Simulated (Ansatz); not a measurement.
mer-CoF3(H2O)3 (CoO₃F₃H₆) was relaxed with r2SCAN-D4 (def2-SVP) in Ansatz in these states: charge +1 doublet, neutral quintet, neutral singlet, neutral triplet. The geometries follow in no particular order.

A:

```tsv
atom	x (Å)	y (Å)	z (Å)
Co1	-0.1269	-0.1647	-0.1775
F2	-0.5228	1.3676	-0.8956
F3	0.4254	-1.5064	0.7798
F4	-0.6687	-1.1176	-1.4949
O5	0.4166	0.9200	1.3738
H6	0.9485	1.7039	1.1446
H7	0.9177	0.3809	2.0141
O8	-1.8712	-0.2473	0.5705
H9	-2.3338	-1.0177	0.1810
H10	-2.3463	0.5497	0.2556
O11	1.6201	-0.0761	-0.9423
H12	1.5458	0.1879	-1.8816
H13	1.9956	-0.9802	-0.9276
```

B:

Cartesian coordinates in Å:
```
Co 0.072 0.159 -0.037
F 1.275 -1.104 -0.453
F -1.451 0.842 0.647
F 0.551 1.479 -1.274
O -0.417 -1.354 1.464
H -0.317 -2.200 1.004
H -1.366 -1.204 1.594
O 1.608 1.128 1.051
H 1.716 1.717 0.273
H 2.307 0.461 0.939
O -1.245 -0.370 -1.680
H -0.745 0.293 -2.201
H -1.988 0.152 -1.327
```

C:

Cartesian coordinates in Å:
```
Co -0.167 -0.051 -0.012
F -0.490 1.054 1.326
F 0.568 -0.993 -1.352
F -1.810 0.025 -0.705
O 1.687 -0.247 0.747
H 2.047 0.645 0.880
H 2.111 -0.618 -0.050
O -0.967 -1.555 1.325
H -1.836 -1.517 0.886
H -1.050 -0.890 2.032
O 0.239 1.562 -1.449
H -0.717 1.729 -1.520
H 0.385 0.856 -2.106
```

D:

```xyz
13

Co    0.1366   -0.1105    0.0622
F    -0.1824   -0.6632    1.7476
F     0.2756    0.6045   -1.6399
F     1.1193   -1.5501   -0.3095
O    -0.9012    1.5358    0.3209
H    -1.8365    1.3203    0.4602
H    -0.7943    1.7798   -0.6266
O     1.7113    0.5943    0.9070
H     2.3062   -0.1184    0.5925
H     1.3565    0.2285    1.7611
O    -1.3153   -1.0384   -0.8223
H    -0.8998   -1.9240   -0.7781
H    -0.9761   -0.6586   -1.6752
```

**Question.** Judge from the bond lengths which geometry belongs to which state (an estimate).

**Answer.** A is the charge +1 doublet (Co1–O11 1.909 Å, Co1–O8 1.900 Å, Co1–O5 1.969 Å); B is the neutral quintet (Co1–O11 2.171 Å, Co1–O8 2.117 Å, Co1–O5 2.187 Å); C is the neutral triplet (Co1–O11 2.198 Å, Co1–O8 2.166 Å, Co1–O5 2.013 Å); D is the neutral singlet (Co1–O11 1.937 Å, Co1–O8 1.921 Å, Co1–O5 1.963 Å).

The name describes the singlet; other states may take another shape.
